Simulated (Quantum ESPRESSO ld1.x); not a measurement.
Species: Tl3+. Configuration: [Xe] 4f14 5d10. Method: Dirac Kohn-Sham, relativistic LDA (MacDonald-Vosko exchange, VWN5 correlation), spin-unpolarised, spherical densities, point nucleus; computed with ld1.x of Quantum ESPRESSO 7.5.

Normalised radial functions P(r) = r R(r) (large component), r in bohr:

| r | 5s1/2 | 4f7/2 | 5p3/2 |
|---|---|---|---|
| 0.002925 | 0.1785 | 0.0000 | 0.0116 |
| 0.003901 | 0.2032 | 0.0000 | 0.0193 |
| 0.005162 | 0.2217 | 0.0000 | 0.0312 |
| 0.00683 | 0.2282 | 0.0000 | 0.0497 |
| 0.009109 | 0.2130 | 0.0001 | 0.0783 |
| 0.01205 | 0.1665 | 0.0003 | 0.1179 |
| 0.01595 | 0.0796 | 0.0008 | 0.1699 |
| 0.02127 | -0.0522 | 0.0023 | 0.2322 |
| 0.02814 | -0.2020 | 0.0060 | 0.2872 |
| 0.03724 | -0.3237 | 0.0155 | 0.3086 |
| 0.04967 | -0.3385 | 0.0390 | 0.2532 |
| 0.06571 | -0.1741 | 0.0901 | 0.0902 |
| 0.08695 | 0.1495 | 0.1931 | -0.1628 |
| 0.116 | 0.4572 | 0.3846 | -0.3943 |
| 0.1534 | 0.4334 | 0.6723 | -0.3918 |
| 0.203 | -0.0345 | 1.0310 | -0.0509 |
| 0.2708 | -0.6162 | 1.3637 | 0.4532 |
| 0.3583 | -0.6346 | 1.5001 | 0.6222 |
| 0.474 | 0.0862 | 1.3668 | 0.1849 |
| 0.6323 | 0.9865 | 1.0066 | -0.6116 |
| 0.8366 | 1.2807 | 0.5951 | -1.1192 |
| 1.107 | 0.9326 | 0.2716 | -1.0600 |
| 1.476 | 0.4131 | 0.0884 | -0.6396 |
| 1.953 | 0.1147 | 0.0205 | -0.2596 |
| 2.585 | 0.0180 | 0.0030 | -0.0665 |
| 3.447 | 0.0012 | 0.0002 | -0.0089 |
| 4.561 | 0.0000 | 0.0000 | -0.0006 |

5s1/2: eigenvalue -159.75 eV, 4 radial nodes at r = 0.0192, 0.0772, 0.200, 0.462 bohr, <r> = 0.879 bohr, 90 % of the charge inside 1.25 bohr. 4f7/2: eigenvalue -141.96 eV, 0 radial nodes, <r> = 0.471 bohr, 90 % of the charge inside 0.750 bohr. 5p3/2: eigenvalue -100.03 eV, 3 radial nodes at r = 0.0732, 0.209, 0.509 bohr, <r> = 1.04 bohr, 90 % of the charge inside 1.50 bohr.
